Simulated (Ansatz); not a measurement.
GaI₂, doublet, geometry from GFN2-xTB (such geometries of metal compounds can be far from the true shape) (the spin is typed, not shown lowest) (core potentials on I); PBE0/def2-SVP run with Ansatz (a quantum-chemistry and plane-wave program).

Here is a job for Ansatz.
Ansatz 0.2 input:
```yaml
crystal:
  periodic: [false, false, false]
  atoms:
    - {symbol: Ga, position_ang: [0.90663725, 0.40883641, 0.27186944]}
    - {symbol: I, position_ang: [-0.58581008, 1.56596400, -1.54485264]}
    - {symbol: I, position_ang: [0.05551282, -1.80509473, 1.38583466]}
basis:
  gaussian:
    orbitals: def2-SVP
hamiltonian:
  xc: pbe0
magnetization: {spin_polarized: true, initial_magnetization: 1}
```

Question: Predict the main parts of the log of this Ansatz run.

Answer: 
```
Functional definition: PBE0
987 factors; integrals over basis functions are off by at most 1.9e-4 eV
mean field evaluation 1: about -68568.1613 eV, gradient 1.3e1 eV
mean field evaluation 2: about -68566.9728 eV, gradient 2.1e1 eV
mean field evaluation 4: about -68569.0478 eV, gradient 5.3e-1 eV
mean field evaluation 8: about -68569.0632 eV, gradient 1.2e-2 eV
mean field evaluation 16: about -68569.0632 eV, gradient 1.3e-5 eV
mean field -68569.06316268 eV, -2519.8665934481 hartree, gradient 8.2e-6 eV, S^2 0.755901; 0 other end points of the search recorded, 0 dependent functions left out
reference -68569.06318486 eV, -2519.8665942632 hartree; 41, 40 occupied and 43, 44 virtual orbitals, 987 factors
Total energy: -68569.06318486 eV, -2519.8665942632 hartree
```
